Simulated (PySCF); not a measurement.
C4H9N. Atoms are numbered in the order given.

```xyz
14

C      0.6712     1.6779    -0.2272
C      0.4335     0.3606    -0.1814
C      1.4830    -0.6503     0.1918
C     -0.9366    -0.1983    -0.4997
N     -1.4619    -0.9704     0.6255
H      1.6599     2.0902    -0.0054
H     -0.1159     2.3892    -0.4955
H      2.4338    -0.1737     0.4703
H      1.1256    -1.2731     1.0263
H      1.6720    -1.3398    -0.6503
H     -0.8406    -0.8896    -1.3576
H     -1.5932     0.6309    -0.8358
H     -1.6830    -0.3455     1.4015
H     -2.3318    -1.4348     0.3667
```

Coordinates come from a B3LYP-D3(BJ)/def2-SVP optimisation. One conformer was computed; it need not be the lowest.

These are PBE/def2-TZVP (PySCF) values and carry that method's errors.

Atomic charges (e):

```csv
atom,Löwdin,meta-Löwdin,Mulliken
C1,-0.21,-0.30,-0.27
C2,-0.24,0.04,0.03
C3,-0.27,-0.35,-0.33
C4,-0.31,-0.12,-0.10
N5,-0.16,-0.51,-0.48
H6,0.12,0.12,0.10
H7,0.12,0.11,0.10
H8,0.13,0.12,0.11
H9,0.14,0.14,0.14
H10,0.13,0.12,0.11
H11,0.14,0.11,0.10
H12,0.12,0.09,0.09
H13,0.15,0.22,0.21
H14,0.15,0.22,0.21
```

Computed Mayer and Wiberg (Löwdin basis) orders of the bonds:
```json
[
 {"bond": "C1–C2", "Mayer": "1.91", "Wiberg": "2.05"},
 {"bond": "C2–C3", "Mayer": "1.01", "Wiberg": "1.24"},
 {"bond": "C2–C4", "Mayer": "1.00", "Wiberg": "1.17"},
 {"bond": "C4–N5", "Mayer": "1.06", "Wiberg": "1.45"},
 {"bond": "C1–H6", "Mayer": "0.95", "Wiberg": "0.89"},
 {"bond": "C1–H7", "Mayer": "0.94", "Wiberg": "0.88"},
 {"bond": "C3–H8", "Mayer": "0.97", "Wiberg": "0.89"},
 {"bond": "C3–H9", "Mayer": "0.95", "Wiberg": "0.88"},
 {"bond": "C3–H10", "Mayer": "0.94", "Wiberg": "0.88"},
 {"bond": "C4–H11", "Mayer": "0.93", "Wiberg": "0.85"},
 {"bond": "C4–H12", "Mayer": "0.94", "Wiberg": "0.86"},
 {"bond": "N5–H13", "Mayer": "0.93", "Wiberg": "0.95"},
 {"bond": "N5–H14", "Mayer": "0.93", "Wiberg": "0.96"}
]
```
